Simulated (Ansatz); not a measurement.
A structure relaxed at r2SCAN-D4/def2-SVP in Ansatz, charge 0, singlet:

```xyz
4

Ti    0.6409   -1.0601   -0.1947
Ti   -0.6421    1.0610    0.1852
N     1.0560    0.6515   -0.0713
N    -1.0548   -0.6524    0.0807
```

Give its formula and point group.

the cluster Ti2N2. Point group D2h (tolerance 0.1 Å).

Summarise the bond lengths by kind (pairs closer than 1.2 times the sum of covalent radii, bridged metal pairs left out).

4 × N–Ti 1.77 Å.

The restricted singlet is unstable towards broken spin symmetry at other levels; at r2SCAN-D4/def2-SVP this wasn't settled. At r2SCAN-D4/def2-SVP a triplet of charge 0 lies 0.44 eV below the restricted singlet, each at its own geometry. The structure comes from a short search, and lower isomers may exist.
